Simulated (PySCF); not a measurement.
**19F shifts, computed and measured**

Computed: GIAO PBE0/pcSseg-1, IEF-PCM chloroform, PySCF SCF with an in-house response code, geometries PBE0-D3(BJ)/def2-SVP, one conformer, no vibrational averaging, against isolated CFCl3 at the same level. Measured: against CFCl3, in the medium listed. The two scales can differ by a constant.

```csv
compound (atom-mapped SMILES),atom,computed / ppm,measured / ppm,medium
[F:1][c:2]1[cH:3][cH:4][cH:5][cH:6][c:7]1-[c:8]1[cH:9][cH:10][cH:11][cH:12][cH:13]1,F1,-122.0,-118.6,not stated
[O:1]=[C:2]([F:3])[c:4]1[cH:5][cH:6][c:7]([O:8][c:9]2[cH:10][cH:11][cH:12][cH:13][cH:14]2)[cH:15][cH:16]1,F3,10.8,17,CDCl3
[O:1]=[C:2]([F:3])[CH2:4][CH2:5][CH2:6][CH2:7][c:8]1[cH:9][cH:10][cH:11][cH:12][cH:13]1,F3,36.7,45.5,CDCl3
[O:1]=[C:2]([F:3])[c:4]1[cH:5][cH:6][c:7]2[cH:8][cH:9][cH:10][cH:11][c:12]2[cH:13]1,F3,15.9,18.08,CDCl3
[O:1]=[C:2]([F:3])[c:4]1[cH:5][cH:6][cH:7][cH:8][c:9]1-[c:10]1[cH:11][cH:12][cH:13][cH:14][cH:15]1,F3,24.8,35.1,CDCl3
```

(1) Give computed and measured shifts for these two.

| compound (atom-mapped SMILES) | atom |
| --- | --- |
| [O:1]=[C:2]([F:3])[c:4]1[cH:5][cH:6][cH:7][c:8]2[cH:9][cH:10][cH:11][cH:12][c:13]12 | F3 |
| [O:1]=[C:2]([F:3])[c:4]1[cH:5][cH:6][c:7](-[c:8]2[cH:9][cH:10][cH:11][cH:12][cH:13]2)[cH:14][cH:15]1 | F3 |

(2) How well does this level do over the whole set?

Answers

(1) 
```
                                                                       compound (atom-mapped SMILES)  atom  computed / ppm  measured / ppm  medium
                 [O:1]=[C:2]([F:3])[c:4]1[cH:5][cH:6][cH:7][c:8]2[cH:9][cH:10][cH:11][cH:12][c:13]12    F3            28.8            30.4   CDCl3
[O:1]=[C:2]([F:3])[c:4]1[cH:5][cH:6][c:7](-[c:8]2[cH:9][cH:10][cH:11][cH:12][cH:13]2)[cH:14][cH:15]1    F3            13.4            18.1   CDCl3
```

(2) Computed less measured averages -5.3 ppm, and the scatter about that mean is 3.1 ppm (rms) over 7 compounds.

Measured values: Chen Zhu, Serik Zhumagazy, Huifeng Yue, Magnus Rueping, Electrophilic N-Trifluoromethylthiophthalimide as a Fluorinated Reagent in the Synthesis of Acyl Fluorides (Supporting Information), Organic Che; G. Saielli, R. Bini, A. Bagno, Computational 19F NMR. 2. Organic compounds, RSC Adv. 2014, ESI; Marie Gonay, Chloé Batisse, Jean-François Paquin, Synthesis of Acyl Fluorides from Carboxylic Acids Using NaF-Assisted Deoxofluorination with XtalFluor-E, J. Org. Chem. 2020, 85, 10253−10260; Mengjie Cen, Xi Yang, Shanshan Zhang, Liguang Gan, Long Liu, Tieqiao Chen, Facile synthesis of acyl fluorides through deoxyfluorination of carboxylic acids.
